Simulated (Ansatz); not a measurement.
PtAu₂. The state is a singlet with charge 0. Geometry relaxed at B3LYP-D4/def2-TZVP.

```csv
atom,x (Å),y (Å),z (Å)
Pt1,0.970,-0.518,-0.916
Au2,0.181,-0.402,1.538
Au3,-1.152,0.920,-0.621
```

In the def2 sets Au, Pt take a core potential; there is no spin–orbit coupling. The structure comes from a short search, and lower isomers may exist.

(1) Estimate the harmonic wavenumbers at RKS B3LYP-D4/def2-TZVP (Ansatz, unscaled). Is this a minimum?

Results:

(1) 58, 145, 177 cm⁻¹. Yes, no mode is imaginary beyond noise. Zero-point energy 2.3 kJ/mol. It took 25 s on 2 threads of Arm Neoverse V1 on a shared host.
